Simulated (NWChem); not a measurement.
# CH2BF3O2; SMILES OB(O)C(F)(F)F

```xyz
9

B     -0.0365     0.9924     0.0001
C     -0.0108    -0.6231     0.0001
F     -0.5983    -1.1460    -1.0809
F     -0.6046    -1.1467     1.0772
F      1.2697    -1.0667     0.0036
O     -1.2343     1.6006     0.0001
H     -1.1644     2.5623    -0.0001
O      1.1277     1.6764    -0.0001
H      1.8964     1.0938     0.0002
```
Atoms are numbered in this order, from 1.

Results from NWChem. Pople sets run with spherical d functions. The geometry was optimised at PBE0/def2-SVP. B3LYP is NWChem's, with the RPA form of VWN correlation. GIAO values for the isolated, static molecule; σ is the absolute isotropic shielding, δ = σ(reference) − σ with the isolated reference molecule computed at the same levels (11B: boron trifluoride, 13C: tetramethylsilane, 19F: trichlorofluoromethane, 1H: tetramethylsilane, 17O: water).

```tsv
level	δ B1 (ppm)	δ C2 (ppm)	δ F3 (rotor mean) (ppm)	δ O6 (ppm)	δ H7 (ppm)	δ O8 (ppm)	δ H9 (ppm)
PBE0/pcSseg-1	11.3	127.5	-85.1	113.1	4.29	122.9	5.01
B3LYP/6-311G**	12.3	127.2	-95.8	116.1	3.79	126.6	4.58
LDA (Slater exchange, VWN5)/pcSseg-1	10.7	137.2	-98.8	133.1	4.48	144.7	5.23
BHandHLYP/pcSseg-1	12.6	123.0	-73.2	105.9	4.38	113.8	5.04
```
